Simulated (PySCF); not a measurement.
## Nickel: a sound run and one with changed settings

Sound run: Ni⁺ [Ar] 3d9, Ni²⁺ [Ar] 3d8. Calculation: PySCF 2.14, in x2c-TZVPall (6s5p4d1f, 48 functions); scalar relativity by spin-free X2C-1e. In the sound run the correlated levels freeze [Ar]. The sound run starts from symmetry-adapted Hartree-Fock orbitals and uses a fine grid where one is needed.

Changed run: no relativity, point nucleus. This setting is unsound on purpose.

```
species  method  sound run (hartree)  changed run (hartree)  converged
    Ni⁺     UHF          -1518.78573            -1502.08178        yes
    Ni⁺     PBE          -1520.02719            -1503.33366        yes
    Ni⁺    MN15          -1521.16491            -1504.50246        yes
    Ni⁺     MP2          -1519.09365            -1502.38611        yes
   Ni²⁺     UHF          -1518.23325            -1501.51977        yes
   Ni²⁺     PBE          -1519.33236            -1502.63153        yes
   Ni²⁺    MN15          -1520.45848            -1503.78792        yes
   Ni²⁺     MP2          -1518.43672            -1501.72118        yes
```

Ionisation energy of Ni⁺:

| method | sound run (eV) | changed run (eV) |
| --- | --- | --- |
| UHF | 15.034 | 15.293 |
| PBE | 18.907 | 19.106 |
| MN15 | 19.223 | 19.444 |
| MP2 | 17.876 | 18.094 |
| SCS-MP2 | 17.595 | 17.817 |

Most of the change in total energy is the relativistic energy itself. On top of that the contraction fixes the core shape for the Hamiltonian it was made with, so the changed run is not a good calculation with the other Hamiltonian either.

For comparison, NIST gives 18.169 eV between the lowest levels.
